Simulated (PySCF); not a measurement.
C2H5I, SMILES C(C)I.

Geometry: PBE0-D3(BJ)/def2-SVP. The def2 effective core potentials stand for the cores of I; spin–orbit coupling is left out.

Two levels are set side by side: TDDFT-PBE/def2-SVPD (PySCF) and TDDFT-M06-2X/def2-SVPD (PySCF). Vertical, same geometry. The lowest singlet is HOMO→LUMO 99 % with PBE and HOMO→LUMO 91 % with the other functional; states are paired by order. Differences are taken from unrounded values.

```
quantity                               TDDFT-M06-2X
-------------------------------------  ------------
lowest singlet excitation (eV)                 4.88
lowest triplet excitation (TDA) (eV)           4.40
first bright state (f over 0.05) (eV)          6.88
its oscillator strength                        0.10
```

Q: What does TDDFT-PBE give, and how far is it from TDDFT-M06-2X? (An estimate is asked for; the answer gives what the named calculation found.)

A: 
```tsv
quantity	TDDFT-PBE	TDDFT-PBE minus TDDFT-M06-2X
lowest singlet excitation (eV)	4.58	-0.30
lowest triplet excitation (TDA) (eV)	4.02	-0.38
first bright state (f over 0.05) (eV)	6.07	-0.80
its oscillator strength	0.05	-0.05
```

A lower first singlet is the usual sign of a functional without exact exchange. Differences between two approximate levels are no errors against the true value.

Rough cost on one machine, each run with all the roots and properties that it gave: TDDFT-M06-2X against TDDFT-PBE about 7 times.
